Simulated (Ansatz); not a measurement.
Geometry optimisation, RKS BLYP-D4/def2-SVP in Ansatz.

Input:

```yaml
crystal:
  periodic: [false, false, false]
  atoms:
    - { symbol: "N", position_ang: [-0.9571, -1.252, -1.2764] }
    - { symbol: Al, position_ang: [0.2507, -0.4638, -0.0626] }
    - { symbol: S, position_ang: [1.7915, -1.7822, 0.884] }
    - { symbol: C, position_ang: [0.2588, 1.4897, 0.3732] }
    - { symbol: F, position_ang: [0.3658, 2.2104, -0.7945] }
    - { symbol: H, position_ang: [-1.9557, -0.9811, -0.91] }
    - { symbol: H, position_ang: [-0.8819, -0.6714, -2.1769] }
    - { symbol: H, position_ang: [1.0183, -2.063, 1.9772] }
    - { symbol: H, position_ang: [-0.7981, 1.7381, 0.8641] }
    - { symbol: H, position_ang: [0.9907, 1.7242, 1.1249] }
basis:
  gaussian: { orbitals: def2-SVP }
hamiltonian:
  xc: blyp
  dispersion: d4
relax:
  f_tol: 0.015
  max_steps: 40
```

Run as:

```bash
$ ansatz run input.yaml --threads 2 --pin off --max-ram 3072MiB --backend cpu --events-out ev --progress --plain --runs-dir out
```

Question: Where does it end, and by what steps?

Answer: It converged. The force dipped under the threshold on the way, but the program's further checks kept it going. After 20 steps the energy has fallen by 1.033 eV; H7 moved furthest, 1.46 Å.

```csv
step,energy less start (eV),largest force component (eV/Å),accepted
0,0.0000,2.940,yes
1,-0.2444,1.020,yes
2,-0.3234,0.554,yes
3,-0.4142,0.968,yes
4,-0.5231,0.996,yes
5,-0.6594,0.868,yes
6,-0.7670,0.603,yes
7,-0.8711,0.716,yes
8,-0.9435,0.483,yes
9,-0.9671,0.606,yes
10,-1.0128,0.343,yes
11,-1.0246,0.247,yes
12,-1.0310,0.033,yes
13,-1.0318,0.021,yes
14,-1.0318,0.113,no
15,-1.0324,0.008,yes
16,-1.0317,0.126,no
17,-1.0326,0.013,yes
18,-1.0327,0.030,yes
19,-1.0327,0.018,yes
20,-1.0327,0.002,yes
```

```xyz
10
Properties=species:S:1:pos:R:3
N -0.801 -0.962 -1.157
Al 0.185 -0.320 0.179
S 1.376 -1.637 1.506
C 0.198 1.651 0.471
F -0.637 2.238 -0.519
H -1.349 -0.347 -1.766
H -0.920 -1.936 -1.444
H 1.001 -2.785 0.870
H -0.184 1.947 1.476
H 1.215 2.099 0.387
```

Whether the end is a true minimum wasn't checked by a vibrational analysis.

Time of the run: 30 s on 2 threads of Intel(R) Xeon(R) 6975P-C (Granite Rapids) (shared host), peak memory 0.19 GiB.
